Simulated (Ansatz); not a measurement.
One change: `[SiH3]S[SiH](Cl)Cl` becomes `CS[SiH](Cl)Cl`.

Ansatz, PBE0-D4/def2-TZVP geometries, multiplicity 1. Each molecule was computed in one conformer, which needn't be the lowest.

```csv
property,`[SiH3]S[SiH](Cl)Cl`
size of the dipole moment (ωB97M-V/def2-TZVPP) / D,0.78
LUMO energy (PBE0/def2-TZVPP) / eV,-0.37
LUMO energy (B3LYP/def2-TZVPP) / eV,-0.57
HOMO energy (ωB97M-V/def2-TZVPP) / eV,-10.13
LUMO energy (PBE/def2-TZVPP) / eV,-1.29
HOMO–LUMO gap (PBE0/def2-TZVPP) / eV,7.61
```

Give the same properties after the change, and the shifts. (Best estimate.)

Ansatz gave: 
```csv
property,`CS[SiH](Cl)Cl`,shift
size of the dipole moment (ωB97M-V/def2-TZVPP) / D,1.27,0.49
LUMO energy (PBE0/def2-TZVPP) / eV,-0.45,-0.08
LUMO energy (B3LYP/def2-TZVPP) / eV,-0.67,-0.10
HOMO energy (ωB97M-V/def2-TZVPP) / eV,-9.67,0.46
LUMO energy (PBE/def2-TZVPP) / eV,-1.39,-0.10
HOMO–LUMO gap (PBE0/def2-TZVPP) / eV,7.05,-0.56
```

With PBE0 the HOMO rises by 0.48 eV and the LUMO falls by 0.08 eV, so the gap narrows by about 0.56 eV. PBE moves the HOMO by 0.49 eV and ωB97M-V by 0.46 eV. Dipoles are sizes alone; their direction can turn.

Positive LUMOs are unbound, so they and the gaps depend on the basis.

B3LYP here is the variant with VWN-RPA as its local correlation; programs differ in this.
